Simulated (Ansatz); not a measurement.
Consider the cleavage of the Si–B bond: `FB(S)[SiH2][SiH3]` + `OBO` → `OBO[SiH2][SiH3]` + `FBS`.

Gas-phase electronic energies from Ansatz, PBE0-D4/def2-TZVP geometries. CBS: MP2 limit from def2 TZ/QZ plus the TZ coupled-cluster correction, frozen cores. This one scheme is used for every species. Each species was taken in one conformer, which may not be the lowest.

```json
{"species": "`FB(S)[SiH2][SiH3]`", "CCSD(T)/CBS(def2) energy (Eh)": "-1104.19650"}
{"species": "`OBO`", "CCSD(T)/CBS(def2) energy (Eh)": "-177.05255"}
{"species": "`OBO[SiH2][SiH3]`", "CCSD(T)/CBS(def2) energy (Eh)": "-757.64369"}
{"species": "`FBS`", "CCSD(T)/CBS(def2) energy (Eh)": "-523.64132"}
```

Work out ΔE.

ΔE = (-757.64369) + (-523.64132) − (-1104.19650) − (-177.05255) = -0.03596 Eh = -22.6 kcal/mol.

Largest T1 diagnostic among the species: 0.015.

From PBE to PBE0 (25 % exact exchange), in def2-TZVPP and without D4, ΔE moves by −1.9 kcal/mol. In def2-TZVPP, CCSD(T) changes the Hartree–Fock value by +6.3 kcal/mol (the triples alone add +1.0 kcal/mol) and MP2 by +5.2 kcal/mol.
